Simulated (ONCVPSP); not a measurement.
# phosphorus: one change to an ONCV potential, before and after

```
Element                 : P
Generator               : ONCVPSP 4.0.1
Type                    : optimised norm-conserving Vanderbilt (ONCV)
Functional              : LDA (Perdew-Zunger)
Relativity              : scalar-relativistic
Frozen core             : [Ne]
Valence charge          : 5
Reference configuration : 3s1 3p4
Partial waves           : 3s: rc 1.35 bohr, ncon 4, nbas 8, qcut 3.9 1/bohr, 2 projectors, debl 1.9 Ha; 3p: rc 1.60 bohr, ncon 4, nbas 7, qcut 4.9 1/bohr, 3 projectors, debl 3.6 Ha; d scattering state at 0.19 Ha: rc 1.65 bohr, ncon 5, nbas 9, qcut 6.8 1/bohr, 2 projectors, debl 0.7 Ha
Local potential         : polynomial inside 0.95 bohr (lpopt 5, dvloc0 0 Ha)
Core correction         : Teter function, fcfact 3, rcfact 1.45
```

All-electron outer shells of the reference configuration (LDA (Perdew-Zunger), scalar-relativistic, ld1.x):

```tsv
shell	level (eV)	outermost node (bohr)	outermost maximum (bohr)
2s	-174.63	0.14	0.42
2p	-125.98	–	0.35
3s	-14.73	0.66	1.56
3p	-6.16	0.64	1.81
```

Change: core correction Teter function, fcfact 5.4, rcfact 1.45.

Cutoffs: the cutoffs (Ha) at which the residual kinetic energy of the hardest occupied pseudo-wave falls to 1 and 0.1 mHa per electron; they do not see the model core or the augmentation charge, which bear on the density cutoff. Errors are all-electron minus pseudo energies relative to the spin-unpolarised reference configuration.

Problem. Predict the effect on cutoff, ghosts and configuration errors.

Solution. The potential gets neither clearly harder nor softer (17 Ha and 45 Ha → 17 Ha and 45 Ha); of the 4 tests that both files solve, the error grows in 1 and shrinks in 2 by more than 15 % and 0.3 meV (median size 5.2 → 3.6 meV); neither file shows a bound ghost. A model core, the more so a compact one, raises the density cutoff, which this test does not measure.

```tsv
quantity	base	changed
cutoff, loose	17 Ha	17 Ha
cutoff, tight	45 Ha	45 Ha
bound ghosts	none	none
GHOST(+) flags under 300 eV	s at 104.7 eV	s at 104.7 eV
error for 3s2 3p3, meV [ΔE -8.50 eV]	-0.2	-1.3
error for 3s2 3p2, meV [ΔE 1.32 eV]	+0.2	-0.1
error for 3s2 3p1, meV [ΔE 20.57 eV]	+10	+5.9
error for 3s2 3p0, meV [ΔE 50.47 eV]	+49	+21
s: phases at 1.37 bohr within 0.05 rad from the reference energy up to (Ha; the scan ends near 5)	3.5	3.5
p: phases at 1.62 bohr within 0.05 rad from the reference energy up to (Ha; the scan ends near 5)	to the end of the scan	to the end of the scan
d: phases at 1.68 bohr within 0.05 rad from the reference energy up to (Ha; the scan ends near 5)	to the end of the scan	to the end of the scan
rms error of d²Exc/dni dnj with the model core, mHa	0.74	0.67
```

Base: The cutoffs count occupied waves only; projector 2 of the s channel, the hardest unoccupied one, needs 109 Ha at the loose tolerance. Changed file: The cutoffs count occupied waves only; projector 2 of the s channel, the hardest unoccupied one, needs 109 Ha at the loose tolerance.
